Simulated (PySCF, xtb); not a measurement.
3,3-difluorocyclobutene (C4H4F2), SMILES FC1(F)C=CC1.

Harmonic wavenumbers (cm⁻¹) from GFN2-xTB in xtb at its own minimum, in rising order: 172, 307, 421, 469, 470, 677, 782, 830, 907, 908, 1003, 1025, 1040, 1063, 1120, 1194, 1219, 1279, 1427, 1646, 3011, 3016, 3143, 3166.

Problem. What does B3LYP-D3(BJ)/def2-SVP (PySCF) give at its own minimum? (Estimate from the structure and the level; the computed values follow.)

Solution. 194, 329, 461, 483, 486, 709, 757, 875, 937, 967, 970, 1057, 1078, 1124, 1209, 1224, 1280, 1348, 1450, 1647, 3055, 3120, 3200, 3231. Paired by order, the mean absolute difference is 42 cm⁻¹ and the zero-point energies are 43.3 and 44.6 kcal/mol.
